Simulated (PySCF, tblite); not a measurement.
Isomers of [C7H8FN]+ (charge +1 and doublet state), one GFN2-xTB conformer each. Single-point energies are computed at B3LYP/pcH-1 (PySCF, gas phase, no added dispersion term), electronic only. GFN2-xTB treats the open shell by occupation alone, and not every SCF solution was tested for stability.

```
            SMILES  GFN2-xTB relative energy (kJ/mol)
[NH2+]c1ccc(CF)cc1                               25.3
Cc1ccc([NH2+])cc1F                                0.0
```

Conformers: `[NH2+:1][c:2]1[cH:3][cH:4][c:5]([CH2:6][F:7])[cH:8][cH:9]1` (charge +1 and doublet state) with H–N1–C2–C3 180° and 0°, C4–C5–C6–F7 1°; `[CH3:1][c:2]1[cH:3][cH:4][c:5]([NH2+:6])[cH:7][c:8]1[F:9]` (charge +1 and doublet state) with C4–C5–N6–H 0° and 180°.

Q: What does B3LYP/pcH-1 give for the same structures?

A: 
| SMILES | B3LYP/pcH-1 E (Eh) | B3LYP/pcH-1 (kJ/mol) | GFN2-xTB (kJ/mol) | point group |
| --- | --- | --- | --- | --- |
| Cc1ccc([NH2+])cc1F | -425.91732 | 0.0 | 0.0 | – |
| [NH2+]c1ccc(CF)cc1 | -425.90904 | 21.7 | 25.3 | Cs |

Both levels put the same isomer lowest. 

Q: What happens when harmonic zero-point energies from GFN2-xTB frequencies are added?

A: 
| SMILES | ZPE (kJ/mol) | electronic (kJ/mol) | with ZPE (kJ/mol) |
| --- | --- | --- | --- |
| Cc1ccc([NH2+])cc1F | 344.1 | 0.0 | 0.0 |
| [NH2+]c1ccc(CF)cc1 | 344.8 | 21.7 | 22.5 |

The zero-point energies span 0.7 kJ/mol. The order is unchanged.
